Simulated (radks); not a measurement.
Problem. The mean radii <r> (bohr) of the occupied orbitals of an atom or ion are listed with their occupations. Method: Dirac Kohn-Sham, LDA (Slater exchange, Perdew-Wang correlation), spin-unpolarised, spherical densities, finite nucleus; Fermi nuclear charge, rms radius of each element as measured or else 0.836 A^(1/3) + 0.57 fm; computed with a radial shooting solver on a logarithmic mesh with Libxc functionals.

| orbital | occ. | <r> |
|---|---|---|
| 1s1/2 | 2 | 0.05038 |
| 2s1/2 | 2 | 0.2264 |
| 2p1/2 | 2 | 0.1961 |
| 2p3/2 | 4 | 0.1995 |
| 3s1/2 | 2 | 0.6825 |
| 3p1/2 | 2 | 0.7070 |
| 3p3/2 | 4 | 0.7180 |
| 3d3/2 | 4 | 0.8929 |
| 3d5/2 | 6 | 0.9006 |
| 4s1/2 | 1 | 2.378 |

Name the element and its charge. Open shells, if any, are shared by 2j + 1.

Solution. Z = 30, zinc, charge +1: Zn+ in [Ar] 3d10 4s1. The 1s radius gives Z: for a bare nucleus <r> = (2 gamma + 1)/(2Z) with gamma = sqrt(1 - (Z/c)^2), 0.04919 bohr for Z = 30, and screening makes it slightly larger (0.05038 here). The occupations add up to 29, and the charge is Z minus that.
